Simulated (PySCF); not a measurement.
Compound: C2H10N2Si.
Bonds: C1–N2, N2–C3, N2–Si4, Si4–N5. Hydrogens: H6, H7, H8 on C1; H9, H10, H11 on C3; H12, H13 on Si4; H14, H15 on N5.

Torsions of this conformer, `[CH3:1][N:2]([CH3:3])[SiH2:4][NH2:5]`: C1–N2–Si4–N5 148°, H–N5–Si4–N2 -63°, H–N5–Si4–N2 144°.

The closed-shell ground state was solved at several levels (PySCF, density fitting, gas phase, non-relativistic). Geometry: PBE0-D3(BJ)/def2-SVP, one conformer, isolated molecule.

```json
{"level": "PBE0/def2-SVPD", "basis functions": "184", "total energy (Eh)": "-480.6977", "HOMO (eV)": "-6.22", "LUMO (eV)": "0.55", "gap (eV)": "6.77", "dipole (D)": "0.89"}
{"level": "PBE0/pcSseg-1", "basis functions": "142", "total energy (Eh)": "-480.8767", "HOMO (eV)": "-6.16", "LUMO (eV)": "1.25", "gap (eV)": "7.41", "dipole (D)": "0.96"}
```

Task: What might KT3/pcSseg-2 (327 basis functions) give for the same quantities?

Result: Total energy -486.5840 Eh, HOMO -5.10 eV, LUMO -0.43 eV, gap 4.67 eV, dipole 0.91 D.

Task: Over all these levels, which gives the widest orbital gap and which the narrowest?

Result: PBE0/pcSseg-1 (global hybrid, 25 % exact exchange) has the widest, 7.41 eV, and KT3/pcSseg-2 (GGA) the narrowest, 4.67 eV. Functional and basis both differ between the two, so the spread mixes both effects.

Task: How far do the dipole and the HOMO energy spread over the levels?

Result: The dipole runs from 0.89 to 0.96 D (mean 0.92 D) and the HOMO from -6.22 to -5.10 eV.
